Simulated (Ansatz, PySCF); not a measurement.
Spin states of H2O2Os (SMILES [OH][Os][OH]), each relaxed with B3LYP-D3(BJ)/def2-TZVP.
State 1 (charge 0, multiplicity 3):
```
atom    x (Å)    y (Å)    z (Å)
----  -------  -------  -------
Os     0.0918  -0.2856   0.0549
O      1.5028  -0.0554  -1.1207
H      1.6786   0.7438  -1.6325
O     -1.3257  -0.5169   1.2225
H     -2.0013   0.1440   1.4186
```
State 2 (charge 0, multiplicity 5):
```xyz
5

Os     0.08693    -0.26914     0.05229
O      1.40644    -0.08094    -1.32542
H      1.83182     0.75185    -1.55114
O     -1.25587    -0.39178     1.41480
H     -2.12309     0.01987     1.35227
```

Singlets are restricted, other states unrestricted; no spin–orbit coupling, no relativity up to Kr; see below for the cores. The largest T1 diagnostic is 0.028.

Correlated levels freeze the inner cores; with def2 sets outer-core shells near the valence are correlated too.

The values were computed with Ansatz (a first-principles code) with Gaussian orbitals; PySCF for the dispersion terms.  In def2 rows elements past Kr take small-core potentials, without spin–orbit coupling.

PBE/def2-TZVPP gives 29.0 kJ/mol for the energy of the multiplicity-5 state less that of the multiplicity-3 state.

Problem. Predict the shift from PBE, with its sign, for: PBE-D3(BJ)/def2-TZVPP, r2SCAN/def2-TZVPP, PBE0/def2-TZVPP, wB97M-V/def2-TZVPP, B2PLYP/def2-TZVPP, CCSD(T)/def2-SVP.

Solution. PBE-D3(BJ)/def2-TZVPP 0.1; r2SCAN/def2-TZVPP -29.7; PBE0/def2-TZVPP -27.1; wB97M-V/def2-TZVPP -26.0; B2PLYP/def2-TZVPP -6.2; CCSD(T)/def2-SVP -12.2 kJ/mol. 1 of 6 lie above PBE; the widest gap is to r2SCAN/def2-TZVPP.
